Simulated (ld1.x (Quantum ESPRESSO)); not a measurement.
**What one change does to a pseudopotential (manganese (Mn), TM)**

ld1.x (Quantum ESPRESSO) 7.5 input, shortened:

```
&input
   title='Mn', zed=25., rel=1, dft='PZ', iswitch=3,
   config='[Ar] 3d5 4s1 4p0'
 /
 &inputp
   pseudotype=2, tm=.true., lloc=-1, rcloc=1.90,
   nlcc=.true., new_core_ps=.true., rcore=1.65
 /
3
4S  1  0   1.00   0.00  2.45  2.45  0.0
4P  2  1   0.00   0.00  1.95  1.95  0.0
3D  3  2   5.00   0.00  1.90  1.90  0.0
 &test
   configts(1)='3d5 4s1 4p0'
 /
```

All-electron outer shells of the reference configuration (LDA (PZ), scalar-relativistic, ld1.x):

```csv
shell,level (eV),outermost node (bohr),outermost maximum (bohr)
3p,-62.80,0.31,0.75
3d,-15.21,–,0.75
4s,-12.17,1.05,2.35
4p,-7.39,1.15,2.91
```

Change: functional PBEsol.

Cutoffs: the cutoffs (Ry, on a coarse ladder) from which the occupation-weighted sum of valence levels, in a spherical-Bessel basis at the reference potential, stays within 10 and 1 mRy of its value at 400 Ry; they do not see the model core or the augmentation charge, which bear on the density cutoff. Errors are all-electron minus pseudo energies relative to the spin-unpolarised reference configuration.

Problem. What does the change do?

Solution. The potential gets neither clearly harder nor softer (70 Ry and 110 Ry → 70 Ry and 120 Ry); both files keep a bound ghost (s); the number of tests that count goes from 8 to 7; of the 7 tests that both files solve, the error grows in 2 and shrinks in 0 by more than 15 % and 0.3 meV (median size 10.6 → 9.9 meV).

```csv
quantity,base,changed
"cutoff, loose",70 Ry,70 Ry
"cutoff, tight",110 Ry,120 Ry
bound ghosts,s,s
"tests counted (converged, no solver errors)",8 of 9,7 of 7
"error for 3d5 4s2 4p0, meV [ΔE -8.65 → -8.43 eV]",+2.5,+2.2
"error for 3d5 4s0 4p0, meV [ΔE 15.88 → 15.51 eV]",-12,-14
"error for 3d4 4s0 4p0, meV [ΔE 48.69 → 47.99 eV]",-220,-236
"error for 3d4 4s2 4p0, meV [ΔE 4.79 → 4.78 eV]",+11,+9.9
"error for 3d5 4s1.5 4p0, meV [ΔE -5.19 → -5.06 eV]",+0.7,+0.6
"error for 3d3 4s0 4p0, meV [ΔE 99.73 → 98.71 eV]",-947,-1009
"error for 3d5 4s0 4p1, meV [ΔE 4.82 → 4.76 eV]",-1.9,-2.7
s: phases at 2.65 bohr within 0.05 rad from the reference energy up to (Ry; the scan ends near 5),-0.3,-0.3
p: phases at 2.65 bohr within 0.05 rad from the reference energy up to (Ry; the scan ends near 5),0.3,0.2
d: phases at 2.65 bohr within 0.05 rad from the reference energy up to (Ry; the scan ends near 5),0.4,0.4
```

Base: Tests not counted: 3d5 4s2 4p0 (spin-polarised) (solver errors, printed error -383 eV). These tests converged, but a pseudo level misses the all-electron one widely, so the file describes the atom poorly there or has found another state: 3d3 4s0 4p0: empty 4s by 11.9 eV (a node warning on the way). Changed file: These tests converged, but a pseudo level misses the all-electron one widely, so the file describes the atom poorly there or has found another state: 3d3 4s0 4p0: empty 4s by 12.4 eV (a node warning on the way). A true bound ghost makes a file unfit for plane-wave use even where its test errors are small: the radial tests pick states by their node count and pass the ghost by. Where a test does run into it, the solver fails or the error is huge.
